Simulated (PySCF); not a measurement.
C2H6OZn, charge -1, doublet, geometry from GFN2-xTB (such geometries of metal compounds can be far from the true shape) (a state made from the parent by changing its charge; the spin is typed, not shown lowest) (in this run its highest filled SCF level lies above zero, so its values depend strongly on the basis, on diffuse functions most of all). Base run: PBE/3-21G (PySCF).

The PySCF input:
```python
from pyscf import gto, scf, dft

mol = gto.M(
    atom='''
Zn    0.585461    0.550808    0.086959
C    -0.388378   -1.303152   -1.032377
C    -1.801184   -1.048941   -1.534471
H    -0.418865   -2.108253   -0.288243
H     0.220380   -1.678520   -1.871668
H    -1.809970   -0.270638   -2.303352
H    -2.443865   -0.715485   -0.718113
H    -2.280219   -1.943053   -1.979287
O     0.227247    0.412428    2.138605
H     0.488119    1.004844    2.844133
''',
    basis='3-21g',
    charge=-1,
    spin=1,
    verbose=4,
)

mf = dft.UKS(mol)
mf.xc = 'pbe'
mf.kernel()
mo_i, mo_e, stable_i, stable_e = mf.stability(internal=True, external=False, return_status=True, nroots=6, tol=1e-6)
print('internally stable:', stable_i, ' externally stable:', stable_e)
if not stable_i:
    umf = mf.copy()
    umf.scf_summary = {}
    umf.kernel(umf.make_rdm1(mo_i, mf.mo_occ))
```

The bond that is stretched is that between atoms 5 and 2. A test that says stable can miss a lower solution.

Variants of this job, named by their change:

| change | ΔE vs base (kcal/mol) | <S^2> | stability test says |
|---|---|---|---|
| base | 0.000 | 0.753 | internally stable (external not tested) |
| bond × 1.25 | 15.22 | 0.752 | internally stable (external not tested) |
| bond × 1.5 | 40.52 | 0.753 | internally stable (external not tested) |
| bond × 1.8 | 67.4 | 0.753 | internally stable (external not tested) |
| bond × 2.2 | 90.8 | 0.893 | internally stable (external not tested) |
| bond × 3.0 | 104.9 | 1.315 | internally stable (external not tested) |

On stretching, the SCF can end on different states; <S^2> shows the spin contamination of each.
